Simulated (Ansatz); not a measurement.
Method: Ansatz (a program for electronic structure) with frozen-core CCSD(T)/cc-pVTZ // PBE0-D3(BJ)/def2-TZVP. The geometry is that of the parent before the electron was removed.

Ansatz 0.2 input:
```yaml
crystal:
  periodic: [false, false, false]
  atoms:
    - { symbol: O, position_ang: [2.481676, -0.654776, 0.326903] }
    - { symbol: Si, position_ang: [1.043929, -0.275493, 0.044521] }
    - { symbol: C, position_ang: [-0.667194, -0.534056, -0.275493] }
    - { symbol: C, position_ang: [-0.323318, 0.795413, -0.240116] }
    - { symbol: H, position_ang: [-1.619375, -1.025818, -0.445713] }
    - { symbol: H, position_ang: [-0.915723, 1.694728, -0.3733] }
basis:
  gaussian: { orbitals: cc-pVTZ }
correlation:
  method: ccsd_t
total_charge: 1
magnetization:
  spin_polarized: true
  initial_magnetization: 1
```

Output:

```
Functional definition: HF
892 factors; integrals over basis functions are off by at most 1.1e-3 eV
mean field evaluation 1: about -11972.8773 eV, gradient 4.7e1 eV
mean field evaluation 2: about -11972.8930 eV, gradient 4.7e1 eV
mean field evaluation 4: about -11981.3237 eV, gradient 6.8e0 eV
mean field evaluation 8: about -11981.8195 eV, gradient 1.8e0 eV
mean field evaluation 16: about -11982.9813 eV, gradient 1.6e-1 eV
mean field evaluation 32: about -11981.5411 eV, gradient 2.3e0 eV
mean field evaluation 64: about -11982.6567 eV, gradient 7.5e-2 eV
mean field evaluation 96: about -11977.2295 eV, gradient 2.2e0 eV
mean field evaluation 128: about -11982.5499 eV, gradient 9.8e0 eV
mean field evaluation 160: about -11978.4199 eV, gradient 1.8e1 eV
mean field evaluation 192: about -11982.9819 eV, gradient 4.3e-3 eV
mean field evaluation 224: about -11982.6568 eV, gradient 1.2e-3 eV
mean field evaluation 256: about -11977.6140 eV, gradient 1.1e-1 eV
mean field evaluation 288: about -11977.5987 eV, gradient 3.5e-3 eV
mean field evaluation 320: about -11977.9459 eV, gradient 2.0e-2 eV
mean field evaluation 352: about -11976.6762 eV, gradient 1.2e1 eV
mean field evaluation 384: about -11977.4751 eV, gradient 1.9e-2 eV
mean field evaluation 416: about -11978.4457 eV, gradient 9.7e-1 eV
mean field evaluation 448: about -11976.7727 eV, gradient 8.1e-2 eV
mean field evaluation 480: about -11977.3704 eV, gradient 6.5e-3 eV
mean field evaluation 512: about -11976.7225 eV, gradient 2.7e0 eV
mean field evaluation 544: about -11978.0414 eV, gradient 1.7e-2 eV
mean field evaluation 576: about -11977.6006 eV, gradient 1.0e-3 eV
mean field evaluation 608: about -11976.5105 eV, gradient 1.4e1 eV
mean field evaluation 640: about -11977.0243 eV, gradient 7.3e-3 eV
mean field evaluation 672: about -11974.9794 eV, gradient 7.3e0 eV
mean field evaluation 704: about -11980.7144 eV, gradient 3.1e0 eV
mean field evaluation 736: about -11980.8152 eV, gradient 3.0e0 eV
mean field evaluation 768: about -11981.1446 eV, gradient 8.8e-1 eV
mean field evaluation 800: about -11979.0379 eV, gradient 4.8e0 eV
mean field -11982.98193156 eV, -440.3664636281 hartree, gradient 6.1e-6 eV, S^2 0.766831; 11 other end points of the search recorded, 0 dependent functions left out
determinant -11982.98193156 eV, -440.3664636281 hartree, with singles and doubles -11999.55380124 eV, -440.9754686060 hartree
determinant -11982.65682708 eV, -440.3545162585 hartree, with singles and doubles -11998.97944744 eV, -440.9543614932 hartree
determinant -11981.04585389 eV, -440.2953140858 hartree, with singles and doubles -11997.68244299 eV, -440.9066974586 hartree
8 core orbitals not correlated
reference -11982.98193156 eV, -440.3664636281 hartree; 10, 9 occupied and 134, 135 virtual orbitals, 892 factors
second order -15.53810465 eV of doubles, -0.00000000 eV of singles
cycle   1  -16.40284177 eV  change    -1.4e0 eV  update   3.0e-2
cycle   2  -16.45568000 eV  change   -5.3e-2 eV  update   1.5e-2
cycle   3  -16.46132828 eV  change   -5.6e-3 eV  update   1.1e-2
cycle   4  -16.48522975 eV  change   -2.4e-2 eV  update   9.7e-3
cycle   5  -16.51234182 eV  change   -2.7e-2 eV  update   5.4e-3
cycle   6  -16.52222796 eV  change   -9.9e-3 eV  update   2.2e-3
cycle   7  -16.52325513 eV  change   -1.0e-3 eV  update   6.1e-4
cycle   8  -16.52465192 eV  change   -1.4e-3 eV  update   2.8e-4
cycle   9  -16.52454169 eV  change    1.1e-4 eV  update   1.2e-4
cycle  10  -16.52458380 eV  change   -4.2e-5 eV  update   3.8e-5
cycle  11  -16.52462144 eV  change   -3.8e-5 eV  update   1.6e-5
cycle  12  -16.52461112 eV  change    1.0e-5 eV  update   6.0e-6
perturbative correction -0.89149754 eV, -0.0327619305 hartree
Total energy: -12000.39804023 eV, -441.0064938164 hartree
```

Cost: very roughly 2.5 core-minutes.
